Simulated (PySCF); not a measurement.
Series SiXY, Y = chloro, computed as singlets and as triplets. Gas-phase values, no solvent. One relaxed conformer stands for each flexible species; it need not be the lowest. Strings in code marks are SMILES.

Level of theory: PBE0-D3(BJ)/def2-TZVP run with PySCF. 

A: X = isocyano, multiplicity 3 (`[Si]([N+]#[C-])Cl` (excited triplet))
B: X = chloro, multiplicity 3 (`Cl[Si]Cl` (excited triplet))
C: X = silyl, multiplicity 3 (`[SiH3][Si]Cl` (excited triplet))
D: X = ethynyl, multiplicity 1 (`C#C[Si]Cl` (lower singlet))
E: X = isocyano, multiplicity 1 (`[Si]([N+]#[C-])Cl` (lower singlet))

A design calls for the lowest dipole moment in this set. Which member fits?

B (0.71 D); next is C (1.29 D).
